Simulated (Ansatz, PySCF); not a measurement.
Species: CH₄B, net charge 0, doublet state. It need not be the lowest isomer of its formula. SMILES: [BH]C
Geometry: optimised at B3LYP-D3(BJ)/def2-TZVP (Ansatz, a program for electronic structure).

Quantity: atomisation energy (electronic, to ground-state atoms), in kJ/mol. Valence correlation only, unless marked. Open shells are spin-unrestricted. Spin-orbit coupling is left out. Non-relativistic. The coupled-cluster limit lacks core correlation, which all-electron functionals hold. CBS marks a two-point X^-3 extrapolation of the correlation energy; Hartree-Fock from the larger set.

```csv
level,program,atomisation energy (kJ/mol)
HF/cc-pVDZ,Ansatz,1564.4
TPSS-D4/def2-TZVPD,PySCF + dftd4,2044.8
B3LYP-D3(BJ)/def2-TZVPD,Ansatz + dftd3,2025.9
PBE0/6-31G*,Ansatz,2028.3
r2SCAN0-D4/def2-TZVPD,Ansatz + dftd4,2020.4
RI-MP2/def2-QZVPPD,Ansatz,1997.1
"RI-MP2/CBS(aug-cc-pVTZ,aug-cc-pVQZ)",Ansatz,2011.8
```

Question: Predict the CCSD(T)/CBS(def2-TZVPPD,def2-QZVPPD) result (Ansatz).

Answer: 1994.6 kJ/mol
